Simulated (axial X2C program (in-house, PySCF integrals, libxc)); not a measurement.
## Levels of AuB⁺ by electron attachment to AuB²⁺ (EOM-EA-CCSD)

Calculated with an in-house all-electron X2C program for linear molecules (integrals from PySCF): two-component X2C with atomic mean-field Coulomb and Gaunt terms, Gaussian nuclei, basis Au dyall-acv3z, B dyall-av3z with contracted cores.

R = 2.164 Å (1.150 times 1.882 Å, the PBE0 minimum at charge 1 for the lowest determinant).

Levels of AuB⁺ obtained by attaching an electron to AuB²⁺:

```tsv
Ω	binding energy (eV)	above lowest (cm⁻¹)	attached spinor	one-particle weight
1/2	15.875	0	56% B pσ, 32% Au sσ	0.94
1/2	13.797	16755	80% B pπ, 9% Au pπ	0.92
3/2	13.706	17488	82% B pπ, 8% Au pπ, 6% Au dπ	0.92
1/2	12.176	29833	29% B pσ, 29% Au pσ, 27% Au sσ	0.79
```

Problem. What is the splitting of the first π pair in the table, and is it regular or inverted?

Solution. E(3/2) − E(1/2) = 17488 − 16755 = 733 cm⁻¹ at EOM-EA-CCSD: regular, Ω = 1/2 lower. Splittings at this level can be off by ten to twenty per cent.

This point took 21 s on 1 thread of Arm Neoverse V1, on a shared host.

Reference electrons by ω block (each with its −ω partner): 1/2: 23, 3/2: 12, 5/2: 5, 7/2: 1. 12 electrons of AuB²⁺ correlated (inner shells frozen), 92 natural virtual spinors (a truncated set); levels can be off by some tenths of an eV. Roots sought by Ω: (1/2: 5, 3/2: 4, 5/2: 2, 7/2: 1); the list ends where they run out and leaves out roots under 60 % one-particle weight. The solver can skip a root, and states that need a further excitation, which the method places far too high, are missing though they may lie low or lowest. T1 of the reference 0.024 (Lee–Taylor). The reference was not checked to be the lowest state of its species. Number of frozen shells: Au 5 s, 4 p, 2 d, 1 f; B 1 s.
